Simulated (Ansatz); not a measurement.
Total energies of SiB₇ (the lowest doublet isomer of a short search) from Ansatz at BHLYP-D4/def2-TZVPD, gas phase (1 Eh = 27.2114 eV = 2625.5 kJ/mol). The reference geometry is relaxed at PBE-D4/def2-SVP.

| atom | x (Å) | y (Å) | z (Å) |
| --- | --- | --- | --- |
| B1 | -0.078 | 0.393 | -1.718 |
| B2 | 1.726 | -0.192 | 0.310 |
| B3 | -1.722 | 0.354 | 0.565 |
| B4 | 0.829 | -0.253 | 1.603 |
| B5 | -0.707 | 0.024 | 1.706 |
| B6 | -1.461 | 0.491 | -0.972 |
| B7 | -0.081 | -0.157 | 0.027 |
| Si8 | 1.494 | -0.661 | -1.520 |

```tsv
state	geometry	energy (Eh)
charge 0 doublet	reference	-463.15236
charge -1 singlet	reference	-463.24440
free B atom (doublet)	–	-24.65383
free Si atom (triplet)	–	-289.37705
```

(1) Work out the vertical electron affinity, to the singlet.

(2) What is the binding energy per atom against free atoms?

(1) E(charge 0 doublet) − E(charge -1 singlet) = -463.15236 − (-463.24440) = 0.09204 Eh = 2.50 eV.

(2) Atoms: 7 × (-24.65383) + 1 × (-289.37705) = -461.95386 Eh. Binding: -461.95386 − (-463.15236) = 1.19850 Eh = 32.61 eV, or 4.08 eV for each of 8 atoms (no zero-point energy, no counterpoise term).

The structure comes from a short search, and lower isomers may exist.
